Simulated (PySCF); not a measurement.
Input file for PySCF: R-B3LYP/6-31G* on CH6O (a complex), monomers drawn apart or pushed together.

```python
from pyscf import gto, scf, dft, mp
from pyscf.data.elements import chemcore

mol = gto.M(
    atom='''
    C     0.68555280    0.34947682   -0.35468244
    O    -0.66137539    0.20278017    0.07652935
    H     1.37289390   -0.28147864    0.21926857
    H     0.95632513    1.39133564   -0.19042839
    H     0.80217985    0.12518401   -1.42035025
    H    -0.93646698   -0.70741956   -0.07222238
    H    -0.20868044   -0.15958355    2.29572883
    H     0.06082153   -0.39903804    2.94899928
    ''',
    basis='6-31g*',
    cart=True,
    charge=0, spin=0, verbose=3, max_memory=1800)
mf = dft.RKS(mol, xc='b3lyp')
mf.conv_tol = 1e-8
mf.max_cycle = 100
mf.kernel()
if not mf.converged:
    mf = mf.newton().run(mf.mo_coeff, mf.mo_occ)
```

It printed:

```
converged SCF energy = -116.891682014872
```

Self-consistency was reached.

Cost: around 1.5 core-seconds (rough).
